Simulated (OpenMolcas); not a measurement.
**2s² 2p along the 5-electron sequence**

- Program: OpenMolcas
- Method: CASSCF
- Basis: ANO-R2
- Scalar Hamiltonian: X2C, finite nucleus
- Spin-orbit coupling: RASSI with atomic mean-field integrals over the reference wave functions, term energies averaged over their components

Active space for each ion: 1 electron in 3 orbitals (2p).

Computed levels in cm-1 above ²P°_1/2:

| Level | B | C+ | N2+ | O3+ | F4+ | Ne5+ |
| --- | --- | --- | --- | --- | --- | --- |
| ²P°_3/2 | 14.4 | 61.9 | 173 | 383 | 740 | 1301 |
| weight of ²P° in the lowest level (%) | 100 | 100 | 100 | 100 | 100 | 100 |

Measured, with the error of the calculation in %. Measured levels: B, C+ from NIST Handbook of Basic Atomic Spectroscopic Data; N2+ from Moore, Selected Tables of Atomic Spectra, NSRDS-NBS 3, section 5; O3+ from Moore, Selected Tables of Atomic Spectra, NSRDS-NBS 3, section 10; F4+ from Moore, Atomic Energy Levels, vol. I, NSRDS-NBS 35 (1971 reprint of NBS Circular 467, 1949); Ne5+ from NIST levels in Podobedova, Fuhr, Reader and Wiese, J. Phys. Chem. Ref. Data 33, 525 (2004).

```csv
Level,B,C+,N2+,O3+,F4+,Ne5+
²P°_3/2,15.3 (-5.7),63.4 (-2.5),174 (-1.0),386 (-0.7),746 (-0.8),1310 (-0.7)
```

The fine-structure level ²P°_3/2 changes by a factor of 90.3 from B to Ne5+. Its fourth root runs 1.95, 2.80, 3.63, 4.42, 5.22, 6.01, with steps per unit of Z of 0.86, 0.82, 0.80, 0.79, 0.79; equal steps would mean a (Z - σ)^4 law with constant σ.

With one active electron the reference holds no correlation, so core polarisation is missing. Computed and measured levels are paired by configuration, term and J; levels that our copy of the source lacks, or whose pairing is in doubt (as where it misses far off the trend of its configuration), stay unpaired and out of the deviations. Levels of configurations outside the active space are missing.

° marks odd parity.
